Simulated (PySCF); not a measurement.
phosphoric acid cation (H₃O₄P), SMILES O=P(O)(O)O (connectivity only; charge and spin as stated), charge +1, multiplicity 2. Atoms are numbered in the order given.

```xyz
8

O      0.8284     0.1057     1.3234
P      0.0309     0.0209    -0.0125
O      1.0579    -0.2889    -1.1749
O     -0.9539    -1.2030    -0.1425
O     -0.8131     1.3276    -0.1189
H      0.5928     0.7764     1.9977
H     -0.6261    -2.1188    -0.0101
H     -1.3843     1.4974    -0.8961
```
Charge +1, spin multiplicity 2.

Coordinates come from a TPSSh-D3(BJ)/def2-SVP optimisation. The multiplicity is an assumed one; other spin states were not compared. Other conformers were not sampled.

Level of theory: PySCF with TPSSh-D3(BJ)/def2-SVP.

Frequencies are harmonic and unscaled.

```
mode  ν (cm⁻¹)  IR (km/mol)  moving atoms (share of kinetic energy)
----  --------  -----------  --------------------------------------
1          179         60.0                          O 65 %, H 34 %
2          257         40.3                          O 72 %, H 21 %
3          269        187.4                          H 74 %, O 25 %
4          352         83.8                          H 61 %, O 37 %
5          374         34.9                  O 58 %, H 23 %, P 19 %
6          385         58.8                  H 52 %, O 36 %, P 13 %
7          393         28.4                  O 48 %, H 38 %, P 14 %
8          409         75.8                  O 58 %, H 23 %, P 19 %
9          823         44.7                          O 66 %, H 34 %
10         838        164.4                          H 51 %, O 45 %
11         857        293.7                          H 67 %, O 32 %
12         880        109.4                          H 58 %, O 36 %
13         935          1.2                  O 49 %, P 30 %, H 21 %
14        1108        132.5                  O 43 %, P 43 %, H 14 %
15        1121        173.0                  P 46 %, O 41 %, H 13 %
16        3664        479.8                                  H 94 %
17        3687        469.8                                  H 94 %
18        3699        205.5                                  H 94 %
```
